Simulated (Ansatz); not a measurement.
Reactions of CH8OSSi2, SMILES `O[SiH2]SC[SiH3]`.

Computed with Ansatz on PBE0-D4/def2-TZVP structures; ΔE is electronic, products minus reactants. CCSD(T)/CBS is the MP2 limit (def2-TZVPP, def2-QZVPP) plus CCSD(T) − MP2 in def2-TZVPP, frozen cores. This one scheme is used for every species. No spin–orbit coupling; open shells (•) take unrestricted orbitals. For Ge outer-core shells are correlated without core-valence functions, which leaves a few kJ/mol of doubt a bond. Scalar relativity is left out up to krypton. One conformer a species, not always the lowest.

(1) Order these by ΔE at CCSD(T)/CBS, lowest first. (Best estimate.)
A. `O[SiH2]SC[SiH3]` + `OBF` → `FBOC[SiH3]` + `O[SiH2]S`
B. `O[SiH2]SC[SiH3]` + `C=CN[SiH2]Cl` → `C=CN([SiH3])[SiH2]Cl` + `CS[SiH2]O`
C. `O[SiH2]SC[SiH3]` → `[CH2][SiH3]`• + `O[SiH2][S]`•
D. `O[SiH2]SC[SiH3]` + `[SiH3]P` → `O[SiH2]P[SiH3]` + `[SiH3]CS`
E. `O[SiH2]SC[SiH3]` + `FC[SiH2][SiH2]F` → `O[SiH2][SiH2][SiH2]F` + `FCSC[SiH3]`
F. `O[SiH2]SC[SiH3]` + `NCS` → `[SiH3]NCS` + `CS[SiH2]O`
G. `O[SiH2]SC[SiH3]` + `[OH][GeH]([OH])[OH]` → `[OH][GeH]([OH])[O][SiH3]` + `CS[SiH2]O`
H. `O[SiH2]SC[SiH3]` → `[CH2]` (triplet) + `O[SiH2]S[SiH3]`

Largest T1 diagnostic: 0.014, for `O[SiH2][S]`•.

Results:

(1) G (-111.9 kJ/mol), F (-60.4 kJ/mol), B (-49.6 kJ/mol), D (+32.4 kJ/mol), A (+48.8 kJ/mol), E (+71.2 kJ/mol), C (+309.6 kJ/mol), H (+349.7 kJ/mol).
